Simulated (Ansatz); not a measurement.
Ansatz results at the PBE0-D4/def2-TZVP geometry: HOMO energy (PBE/def2-TZVPP) -7.13 eV; LUMO energy (B3LYP/def2-TZVPP) -1.80 eV; size of the dipole moment (PBE/def2-TZVPP) 1.73 D.

Each molecule was computed in one conformer, which needn't be the lowest.

Q: Which molecule gave them?
A. `[SH][Ti]([SH])([SH])[SH]`
B. `O[Si](O)(O)[O][Ti]([OH])([OH])[O][Si](O)(O)O`
C. `C[O][Ti]([F])([Cl])[SeH]`
D. `C[S][Ti]([OH])([Cl])[Cl]`

A: B. The others give `C[O][Ti]([F])([Cl])[SeH]`: -6.21, -2.78, 3.10; `C[S][Ti]([OH])([Cl])[Cl]`: -6.31, -2.95, 1.19; `[SH][Ti]([SH])([SH])[SH]`: -6.66, -3.17, 1.30.

B3LYP here is the variant with VWN-RPA as its local correlation; programs differ in this.
